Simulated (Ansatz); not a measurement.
C$_{2}$HO (SMILES [CH-]=C=O), charge -1, singlet, geometry from GFN2-xTB (a gas-phase anion, which may not be bound at this level), with bond 4-2 at 1.8 times its length; CASSCF(4,5)/cc-pVDZ run with Ansatz (a first-principles code).

Input for Ansatz:
Ansatz 0.2 input:
```yaml
crystal:
  periodic: [false, false, false]
  atoms:
    - {symbol: C, position_ang: [0.01788210, -0.12688834, -1.22755692]}
    - {symbol: C, position_ang: [0.01203885, -0.07902655, -0.00461356]}
    - {symbol: H, position_ang: [0.10093196, -0.67882411, -2.12908504]}
    - {symbol: O, position_ang: [-0.07273404, 0.49394178, 2.14616511]}
basis:
  gaussian:
    orbitals: cc-pVDZ
hamiltonian:
  xc: hf
total_charge: -1
magnetization: {spin_polarized: false}
correlation: {active_space: {window: {electrons: 4, orbitals: 5}}}
```

What the program printed (banner, timings and long lists left out):

```
Functional definition: HF
439 factors; integrals over basis functions are off by at most 1.0e-3 eV
mean field evaluation 1: about -4102.0670 eV, gradient 2.8e1 eV
mean field evaluation 2: about -4102.0703 eV, gradient 2.8e1 eV
mean field evaluation 4: about -4106.2357 eV, gradient 7.4e0 eV
mean field evaluation 8: about -4106.6033 eV, gradient 3.6e-1 eV
mean field evaluation 16: about -4084.7890 eV, gradient 1.4e1 eV
mean field -4106.60495632 eV, -150.9149485879 hartree, gradient 1.4e-6 eV, S^2 0.000000; 1 other end points of the search recorded, 0 dependent functions left out
reference -4106.60495632 eV, -150.9149485879 hartree; 11, 11 occupied and 36, 36 virtual orbitals, 439 factors
state -4108.52298176 eV, -150.9854347229 hartree
2 active orbitals were swapped for others, from the solution at -4108.51510700 eV, -150.9851453308 hartree to that at -4108.52298176 eV, -150.9854347229 hartree; typed "places" are swapped only where nearly empty or full, and so, without "given_window_search", are "orbital_numbers", "shells" and a window whose orbitals a file names under [Active]
Total energy: -4108.52298176 eV, -150.9854347229 hartree
```
